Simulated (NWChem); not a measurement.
The numbers come from NWChem runs, not from measurements. System: Ge, charge 0, spin multiplicity 3. Its SCF solution wasn't tested for a lower state. Level: UHF/def2-TZVPD.

Part of the output:

```
             Northwest Computational Chemistry Package (NWChem) 7.3.0
             --------------------------------------------------------

                                NWChem Input Module
                                -------------------

 Scaling coordinates for geometry "geometry" by  1.889725989
 (inverse scale =  0.529177249)

                             Geometry "geometry" -> ""
                             -------------------------

 Output coordinates in angstroms (scale by  1.889725989 to convert to a.u.)

  No.       Tag          Charge          X              Y              Z
 ---- ---------------- ---------- -------------- -------------- --------------
    1 Ge                  32.0000     0.00000000     0.00000000     0.00000000

 Effective nuclear repulsion energy (a.u.)       0.0000000000

            Nuclear Dipole moment (a.u.)
            ----------------------------
        X                 Y               Z
 ---------------- ---------------- ----------------
     0.0000000000     0.0000000000     0.0000000000

      Symmetry information
      --------------------

 Group name             D2h
 Group number             26
 Group order               8
 No. of unique centers     1

      Symmetry unique atoms

     1


 Summary of "ao basis" -> "" (spherical)
 ------------------------------------------------------------------------------
       Tag                 Description            Shells   Functions and Types
 ---------------- ------------------------------  ------  ---------------------
 *                         def2-tzvpd                 on all atoms

 Summary of "ao basis" -> "ao basis" (spherical)
 ------------------------------------------------------------------------------
       Tag                 Description            Shells   Functions and Types
 ---------------- ------------------------------  ------  ---------------------
 Ge                        def2-tzvpd               18       54   7s5p5d1f

                                 NWChem SCF Module
                                 -----------------

  ao basis        = "ao basis"
  functions       =    54
  atoms           =     1
  alpha electrons =    17
  beta  electrons =    15
  charge          =   0.00
  wavefunction    = UHF
  use symmetry    = T
  symmetry adapt  = T

 Summary of "ao basis" -> "ao basis" (spherical)
 ------------------------------------------------------------------------------
       Tag                 Description            Shells   Functions and Types
 ---------------- ------------------------------  ------  ---------------------
 Ge                        def2-tzvpd               18       54   7s5p5d1f

      Symmetry analysis of basis
      --------------------------

        ag         17
        au          1
        b1g         5
        b1u         7
        b2g         5
        b2u         7
        b3g         5
        b3u         7

 Forming initial guess at       0.1s

   Symmetry analysis of molecular orbitals - initial alpha
   -------------------------------------------------------

  Numbering of irreducible representations:

     1 ag          2 au          3 b1g         4 b1u         5 b2g
     6 b2u         7 b3g         8 b3u

  Orbital symmetries:

     1 ag          2 ag          3 b2u         4 b1u         5 b3u
     6 ag          7 b2u         8 b1u         9 b3u        10 ag
    11 b3g        12 b1g        13 b2g        14 ag         15 ag
    16 b3u        17 b1u        18 b2u        19 ag         20 ag
    21 b2g        22 b1g        23 b3g        24 ag         25 ag
    26 b2g        27 b3u

   Symmetry analysis of molecular orbitals - initial beta
   ------------------------------------------------------

  Numbering of irreducible representations:

     1 ag          2 au          3 b1g         4 b1u         5 b2g
     6 b2u         7 b3g         8 b3u

  Orbital symmetries:

     1 ag          2 ag          3 b2u         4 b1u         5 b3u
     6 ag          7 b2u         8 b1u         9 b3u        10 ag
    11 b3g        12 b1g        13 b2g        14 ag         15 ag
    16 b2u        17 b3u        18 b1u        19 ag         20 ag
    21 b1g        22 b3g        23 ag         24 b2g        25 b2u
[...]
   21    0.1621
   22    0.1621
   23    0.1721
   24    0.1721
   25    0.4576
   26    0.4657
   27    0.4657

                    UHF Final Alpha Molecular Orbital Analysis
                    ------------------------------------------

 Vector   15  Occ=1.000000D+00  E=-6.287121D-01  Symmetry=ag
              MO Center=  3.7D-30,  1.2D-20,  7.3D-19, r^2= 1.6D+00
   Bfn.  Coefficient  Atom+Function         Bfn.  Coefficient  Atom+Function
  ----- ------------  ---------------      ----- ------------  ---------------
     5      0.628413  1 Ge s                  6      0.561496  1 Ge s
     4     -0.342445  1 Ge s                  3     -0.222698  1 Ge s

 Vector   16  Occ=1.000000D+00  E=-2.899319D-01  Symmetry=b1u
              MO Center= -4.9D-17,  3.3D-20,  1.8D-13, r^2= 2.6D+00
   Bfn.  Coefficient  Atom+Function         Bfn.  Coefficient  Atom+Function
  ----- ------------  ---------------      ----- ------------  ---------------
    22      0.623963  1 Ge pz                19      0.502609  1 Ge pz
    13     -0.203415  1 Ge pz

 Vector   17  Occ=1.000000D+00  E=-2.899319D-01  Symmetry=b3u
              MO Center= -7.5D-14,  2.6D-20,  6.7D-18, r^2= 2.6D+00
   Bfn.  Coefficient  Atom+Function         Bfn.  Coefficient  Atom+Function
  ----- ------------  ---------------      ----- ------------  ---------------
    20      0.623963  1 Ge px                17      0.502609  1 Ge px
    11     -0.203415  1 Ge px

 Vector   18  Occ=0.000000D+00  E=-1.288315D-03  Symmetry=b2u
              MO Center=  5.3D-18, -1.2D-18,  1.9D-21, r^2= 3.1D+00
   Bfn.  Coefficient  Atom+Function         Bfn.  Coefficient  Atom+Function
  ----- ------------  ---------------      ----- ------------  ---------------
    21      0.769261  1 Ge py                18      0.329704  1 Ge py
    12     -0.171235  1 Ge py

 Vector   19  Occ=0.000000D+00  E= 8.766860D-02  Symmetry=ag
              MO Center= -1.8D-20,  5.3D-18,  1.6D-17, r^2= 9.6D+00
   Bfn.  Coefficient  Atom+Function         Bfn.  Coefficient  Atom+Function
  ----- ------------  ---------------      ----- ------------  ---------------
     7      2.227173  1 Ge s                  6     -1.892448  1 Ge s

 Vector   20  Occ=0.000000D+00  E= 1.478744D-01  Symmetry=b2g
              MO Center=  8.4D-15,  7.8D-17, -1.6D-14, r^2= 9.4D+00
   Bfn.  Coefficient  Atom+Function         Bfn.  Coefficient  Atom+Function
  ----- ------------  ---------------      ----- ------------  ---------------
    46      1.128375  1 Ge d  1              41     -0.237159  1 Ge d  1
    36      0.177194  1 Ge d  1

                     UHF Final Beta Molecular Orbital Analysis
                     -----------------------------------------

 Vector   13  Occ=1.000000D+00  E=-1.622990D+00  Symmetry=ag
              MO Center= -2.8D-17,  3.2D-17,  6.6D-18, r^2= 1.8D-01
   Bfn.  Coefficient  Atom+Function         Bfn.  Coefficient  Atom+Function
  ----- ------------  ---------------      ----- ------------  ---------------
    25      0.787830  1 Ge d  0              27     -0.454854  1 Ge d  2
    30      0.169981  1 Ge d  0

 Vector   14  Occ=1.000000D+00  E=-1.622990D+00  Symmetry=b2g
              MO Center= -2.2D-17,  1.1D-17, -2.4D-16, r^2= 1.8D-01
   Bfn.  Coefficient  Atom+Function         Bfn.  Coefficient  Atom+Function
  ----- ------------  ---------------      ----- ------------  ---------------
    26      0.909707  1 Ge d  1              31      0.196277  1 Ge d  1

 Vector   15  Occ=1.000000D+00  E=-4.774485D-01  Symmetry=ag
              MO Center=  1.7D-17,  2.4D-17,  1.4D-17, r^2= 1.6D+00
   Bfn.  Coefficient  Atom+Function         Bfn.  Coefficient  Atom+Function
  ----- ------------  ---------------      ----- ------------  ---------------
     5      0.665445  1 Ge s                  6      0.504667  1 Ge s
     4     -0.336814  1 Ge s                  3     -0.236018  1 Ge s

 Vector   16  Occ=0.000000D+00  E= 2.353984D-02  Symmetry=b2u
              MO Center= -9.9D-20,  2.1D-19,  2.8D-20, r^2= 3.2D+00
   Bfn.  Coefficient  Atom+Function         Bfn.  Coefficient  Atom+Function
  ----- ------------  ---------------      ----- ------------  ---------------
    21      0.783187  1 Ge py                18      0.310907  1 Ge py
    12     -0.169462  1 Ge py

 Vector   17  Occ=0.000000D+00  E= 6.918185D-02  Symmetry=b3u
              MO Center= -2.4D-17,  4.2D-15,  6.4D-17, r^2= 3.3D+00
   Bfn.  Coefficient  Atom+Function         Bfn.  Coefficient  Atom+Function
  ----- ------------  ---------------      ----- ------------  ---------------
    20      0.817045  1 Ge px                17      0.265950  1 Ge px
    11     -0.163819  1 Ge px

 Vector   18  Occ=0.000000D+00  E= 6.918185D-02  Symmetry=b1u
              MO Center=  2.9D-17,  1.2D-17, -5.1D-18, r^2= 3.3D+00
   Bfn.  Coefficient  Atom+Function         Bfn.  Coefficient  Atom+Function
  ----- ------------  ---------------      ----- ------------  ---------------
    22      0.817045  1 Ge pz                19      0.265950  1 Ge pz
    13     -0.163819  1 Ge pz

 center of mass
 --------------
 x =   0.00000000 y =   0.00000000 z =   0.00000000

 moments of inertia (a.u.)
 ------------------
           0.000000000000           0.000000000000           0.000000000000
           0.000000000000           0.000000000000           0.000000000000
           0.000000000000           0.000000000000           0.000000000000

  Mulliken analysis of the total density
  --------------------------------------

    Atom       Charge   Shell Charges
 -----------   ------   -------------------------------------------------------
    1 Ge  32    32.00   2.00  2.00  1.18  0.78  1.05  0.97  0.02  5.98  4.41  1.58  0.87  1.15  8.92  1.09 -0.03  0.03 -0.00  0.00

  Mulliken analysis of the alpha density
  --------------------------------------

    Atom       Charge   Shell Charges
 -----------   ------   -------------------------------------------------------
    1 Ge  32    17.00   1.00  1.00  0.59  0.39  0.51  0.51 -0.00  2.99  2.22  0.78  0.85  1.16  4.45  0.55 -0.01  0.01 -0.00  0.00

   Mulliken analysis of the beta density
   -------------------------------------

    Atom       Charge   Shell Charges
 -----------   ------   -------------------------------------------------------
    1 Ge  32    15.00   1.00  1.00  0.59  0.39  0.54  0.46  0.02  2.99  2.19  0.81  0.02 -0.00  4.47  0.54 -0.02  0.01 -0.00  0.00

   Mulliken analysis of the spin density
   -------------------------------------

    Atom       Charge   Shell Charges
 -----------   ------   -------------------------------------------------------
    1 Ge  32     2.00  -0.00 -0.00 -0.00 -0.00 -0.03  0.05 -0.02  0.00  0.04 -0.03  0.83  1.16 -0.02  0.01  0.01  0.00  0.00  0.00

       Multipole analysis of the density wrt the origin
       ------------------------------------------------

     L   x y z        total         alpha         beta         nuclear
     -   - - -        -----         -----         ----         -------
     0   0 0 0     -0.000000    -17.000000    -15.000000     32.000000

     1   1 0 0     -0.000000     -0.000000      0.000000      0.000000
     1   0 1 0      0.000000      0.000000     -0.000000      0.000000
     1   0 0 1      0.000000      0.000000      0.000000      0.000000

     2   2 0 0    -14.967044    -11.368734     -3.598309      0.000000
     2   1 1 0      0.000000      0.000000      0.000000      0.000000
     2   1 0 1     -0.000000     -0.000000      0.000000      0.000000
     2   0 2 0    -11.163663     -7.260755     -3.902909      0.000000
     2   0 1 1      0.000000     -0.000000      0.000000      0.000000
     2   0 0 2    -14.967044    -11.368734     -3.598309      0.000000

 Task  times  cpu:        0.8s     wall:        0.8s

 Total times  cpu:        0.8s     wall:        0.8s
```

**Question.** Write an NWChem input that would produce this output.

**Answer.** Several could match; the one computed here: 
```
start mol
memory heap 200 mb stack 900 mb global 1100 mb
geometry units angstroms nocenter noautoz
  Ge     0.000000     0.000000     0.000000
  symmetry group D2h
end
basis spherical
  * library def2-tzvpd
end
scf
  uhf
  nopen 2
  maxiter 100
  thresh 1e-7
  semidirect memsize 60000000 filesize 0
  # guess.movecs holds the orbitals of an unrestricted PBE0 run
  vectors input guess.movecs output mol.movecs
end
task scf energy
```
